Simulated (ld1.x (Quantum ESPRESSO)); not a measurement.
**Pt (Z = 78), ultrasoft: configuration errors across variants**

ld1.x (Quantum ESPRESSO) 7.5 input, shortened:

```
&input
   title='Pt', zed=78., rel=1, dft='PZ', iswitch=3,
   config='[Xe] 4f14 5d9 6s0 6p1'
 /
 &inputp
   pseudotype=3, tm=.true., lloc=-2, rcloc=1.40,
   nlcc=.true., new_core_ps=.true., rcore=0.60,
   which_augfun='PSQ', rmatch_augfun=0.90
 /
6
6S  1  0   0.00   0.00  2.40  2.70  0.0
6S  1  0   0.00   3.05  2.40  2.70  0.0
6P  2  1   1.00   0.00  2.30  2.85  0.0
6P  2  1   0.00   0.65  2.30  2.85  0.0
5D  3  2   9.00   0.00  1.20  1.30  0.0
5D  3  2   0.00  -0.05  1.20  1.30  0.0
 &test
   configts(1)='5d9 6s0 6p1'
 /
```

All-electron excitation energies from the reference (eV): (1) 5d9 6s1 6p0 -5.185; (2) 5d9 6s0 6p0 4.360; (3) 5d8 6s0 6p0 24.619; (4) 5d8 6s1 6p1 1.411; (5) 5d7 6s0 6p0 57.130; (6) 5d10 6s0 6p0 -5.131; (7) 5d8 6s1 6p0 6.232; (8) 5d9 6s0 6p1 spin -0.291; (9) 5d9 6s1 6p0 spin -5.564.

Spin tests fill each open shell by Hund’s rule, majority spin first.

The overlap operator is not positive definite (basis up to 400 Ry) in “augmentation built from norm-conserving waves at rcut, not smoothed further”, “local potential all-electron potential smoothed inside 1.40 bohr (lloc = -1)”, “waves 6s (bound): rcut 2.40, rcutus 3.42 bohr; 6s channel at 3.05 Ry: rcut 2.40, rcutus 3.42 bohr”. Such files are unfit for use, however small their errors in these radial tests.

2 further variants failed, have other tests or too few solved ones, and are left out.

A true bound ghost makes a file unfit for plane-wave use even where its test errors are small: the radial tests pick states by their node count and pass the ghost by.

Errors AE − PS in meV (a dash: test not solved or not reliable):

```csv
change,(1),(2),(3),(4),(5),(6),(7),(8),(9),bound ghosts
base,-103,-2.6,-34,-178,-203,-16,-190,-0.7,-103,s
"augmentation built from norm-conserving waves at rcut, not smoothed further",–,–,–,–,–,–,–,–,–,not determined (overlap not positive)
"wave 6p channel at 0.65 Ry: rcut 2.30, rcutus 2.85 bohr becomes 6p channel at 0.12 Ry: rcut 2.30, rcutus 2.85 bohr",-103,-2.6,-34,-177,-203,-16,-190,-0.7,-103,s
core correction Bessel-smoothed model core inside 0.72 bohr,-100,-2.6,-34,-173,-203,-16,-185,-0.4,-98,s
local potential all-electron potential smoothed inside 1.40 bohr (lloc = -1),-108,-2.6,-34,-186,-203,-16,-201,-0.7,-107,"p (s not tested, overlap not positive)"
"type PAW; local potential all-electron potential smoothed inside 2.40 bohr (lloc = -1); augmentation PSQ, inside the norm-conserving radii",+1.4,-2.4,-34,-17,-205,-16,-17,-0.7,0.0,none
"waves 6s (bound): rcut 2.40, rcutus 3.42 bohr; 6s channel at 3.05 Ry: rcut 2.40, rcutus 3.42 bohr",–,–,–,–,–,–,–,–,–,not determined (overlap not positive)
```

Give the same row for: local potential all-electron potential smoothed inside 1.72 bohr (lloc = -2).

-103, -2.6, -34, -173, -204, -16, -186, -0.7, -102; bound ghosts: none.
